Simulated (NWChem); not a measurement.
System: C2H4BF2N; SMILES C=C(F)B(N)F

The following NWChem deck was run.

```
start job
memory heap 200 mb stack 900 mb global 1100 mb
geometry units angstroms noautoz
  C     -1.200745    -1.538673     0.184269
  C     -0.088039    -0.808749    -0.024833
  F      1.081239    -1.450294    -0.276983
  B      0.034537     0.766607     0.025292
  N     -1.071343     1.609483    -0.166596
  F      1.242771     1.314001     0.271262
  H     -1.181236    -2.638929     0.150442
  H     -2.152397    -1.039789     0.415494
  H     -1.995283     1.270396    -0.427448
  H     -0.997573     2.624481    -0.094153
end
basis spherical
  * library def2-svp
end
dft
  xc b3lyp
  iterations 150
  mulliken
end
task dft energy
```

Geometry: optimised at PBE-D3(BJ)/def2-SVP. B3LYP is NWChem's, with the RPA form of VWN correlation.

Task: What results follow from this input? (B3LYP/def2-SVP.) Quantities: energy (Ha); highest occupied level (eV); orbital gap (eV); dipole (D).

Result: 
```
Quantity                       Value
---------------------------  -------
energy (Ha)                  -357.73
highest occupied level (eV)    -7.16
orbital gap (eV)                6.33
dipole (D)                      3.65
```
